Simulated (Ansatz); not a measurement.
A trace of molecular dynamics of BF$_{2}$H$_{4}$N (8 atoms, charge 0, multiplicity 1).

All numbers below come from RKS LDA/def2-SVP (Ansatz).

- ensemble: NVE (velocity Verlet)
- starting velocities drawn for: 300 K
- seed: 11313

| time (fs) | T (K) | potential energy less start (eV) | conserved less start (meV/atom) |
| --- | --- | --- | --- |
| 0.0 | 300 | 0.000 | 0.00 |
| 4.0 | 214 | 0.067 | 0.05 |
| 8.0 | 294 | 0.006 | 0.13 |
| 12.0 | 798 | -0.387 | -0.05 |
| 16.0 | 1177 | -0.682 | -0.19 |
| 20.0 | 1179 | -0.681 | 0.09 |
| 24.0 | 1332 | -0.800 | 0.05 |
| 28.0 | 1103 | -0.623 | -0.04 |
| 32.0 | 979 | -0.529 | -0.29 |
| 36.0 | 800 | -0.390 | -0.30 |
| 40.0 | 520 | -0.170 | 0.07 |
| 44.0 | 406 | -0.080 | 0.31 |
| 48.0 | 567 | -0.206 | 0.10 |
| 52.0 | 641 | -0.267 | -0.31 |
| 56.0 | 645 | -0.269 | -0.21 |
| 60.0 | 710 | -0.318 | 0.01 |
| 64.0 | 704 | -0.312 | 0.17 |
| 68.0 | 799 | -0.386 | 0.14 |
| 72.0 | 1057 | -0.589 | -0.23 |
| 76.0 | 1002 | -0.544 | 0.00 |
| 80.0 | 1335 | -0.804 | -0.16 |
| 84.0 | 1325 | -0.798 | -0.29 |
| 88.0 | 607 | -0.237 | 0.10 |
| 92.0 | 655 | -0.275 | 0.09 |
| 96.0 | 1029 | -0.566 | -0.02 |
| 100.0 | 966 | -0.517 | -0.08 |

Task: Is this trajectory sound?

Result: The conserved energy stayed within 0.37 meV per atom of its start (net change -0.079 meV per atom), so the integration is sound. The kinetic energy rose, since the run started high on the potential surface and went downhill. A run of 0.1 ps of so small a system gives no equilibrium averages. The orbitals stay closed-shell, which can raise the energy where a bond breaks towards radicals; this wasn't checked here. The time step was 0.5 fs.

Time of the run: 2.9 min on 1 thread of Arm Neoverse V2, on a shared host, peak memory 0.13 GiB.
